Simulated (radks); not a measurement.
Polarisability of the silicon ion Si2+, [Ne] 3s2, at imaginary frequency. Method: scalar-relativistic Kohn-Sham, LDA (Slater exchange, Perdew-Wang correlation), spin-polarised, spherical densities, finite nucleus; Fermi nuclear charge, rms radius 3.1224 fm; computed with a radial shooting solver on a logarithmic mesh with Libxc functionals. Response by self-consistent Sternheimer equations with the Hartree and adiabatic LDA kernel, the relativistic mass of each level held fixed and spin-orbit coupling left out.

w (hartree)  alpha1(iw) (bohr^3)  alpha2(iw) (bohr^5)
0.00266                    11.21                35.26
0.0143                     11.19                35.24
0.0360                     11.11                35.15
0.0697                     10.86                34.87
0.118                      10.26                34.18
0.186                      9.132                32.71
0.280                      7.405                29.97
0.413                      5.335                25.50
0.605                      3.400                19.43
0.892                      1.955                12.83
1.35                       1.045                7.210
2.12                      0.5348                3.426
3.59                      0.2631                1.348
6.94                      0.1107               0.4053
17.5                     0.02664              0.07116

Static values: alpha1 = 11.21 bohr^3 (1.661 angstrom^3; uncoupled 19.11), alpha2 = 35.26 bohr^5, alpha3 = 178.2 bohr^7. C6 = 37.71, C8 = 747.6, triple-dipole C9 = 311.5 atomic units. One-pole (London) frequency 4 C6 / (3 alpha1^2) = 0.400 hartree, against 1.053 for minus the highest occupied eigenvalue.
